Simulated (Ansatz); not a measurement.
Scan of H₃B, singlet: umbrella (inversion) coordinate, bond length relaxed. Scanned: angle between the B-H bonds and the threefold axis (90 = planar). Other coordinates (B-H bond length) were minimised at B3LYP/def2-TZVP.

Method: full CI/cc-pVDZ, frozen core in Ansatz (a first-principles code).

Scanned values (°): 90, 92.36, 96.61, 98.60, 101.60, 104.74, 107.59, 111.35, 113.54, 116.55, 119.40, 122.78, 126.14, 128.41, 132.

Describe the profile: where are the wells and the tops?

Lower than their neighbours: 90° (0.0 mEh, end of the scan). Higher than their neighbours: 132° (171.7 mEh, end of the scan). The whole profile spans 171.7 mEh.
